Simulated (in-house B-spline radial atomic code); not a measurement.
# W V (W4+): [Xe] (4f5/2)5 (4f7/2)8 (5d3/2)2 (8g9/2)1 (an excited or competing configuration)

All numbers are computed (Dirac-Hartree-Fock, average of the jj configuration; Fermi nucleus of rms radius 5.3658 fm) with a radial B-spline atomic code at the basis-set limit, not measured.

Z_r = [3n² - l(l+1)]/(2<r>); Z_e = n√(-2ε); the last column is Slater's effective charge. Values are occupation-weighted means over j. An effective charge above Z reflects the relativistic contraction of the inner shells.

```
shell  electrons   ε (eV)  <r> (bohr)    Z_r    Z_e  Slater
   1s          2   -70036     0.01835  81.76  71.75   73.70
   2s          2   -12282      0.0769  78.02  60.09   69.85
   2p          6   -10819     0.06901  72.45  56.40   69.85
   3s          2  -2945.1      0.2001  67.47  44.14   62.75
   3p          6  -2498.4      0.2001  62.46  40.65   62.75
   3d         10  -1948.2      0.1824  57.56  35.90   52.85
   4s          2  -694.78      0.4488  53.47  28.58   46.25
   4p          6   -543.8      0.4751  48.41  25.29   46.25
   4d         10  -340.74      0.5091  41.25  20.02   34.85
   5s          2  -155.33       1.053  35.63  16.89   17.20
   4f         13     -118      0.5797  31.05  11.78   23.80
   5p          6  -112.29       1.191  30.66  14.36   17.20
   5d          2  -64.405        1.53  22.55  10.88    6.65
   8g          1   -5.338       17.09   5.03   5.01       -
```

The least bound orbital is 8g9/2 at -5.338 eV, and it is also the most diffuse (<r> = 17.09 bohr). The part-filled 4f shell lies below the filled 5p shell in orbital energy.

For the 1s electron the small component carries 7.79 % of the norm, the zero-frequency Breit interaction raises the level by 243.3 eV, self-energy by 152 eV, and vacuum polarisation lowers it by 28.76 eV.
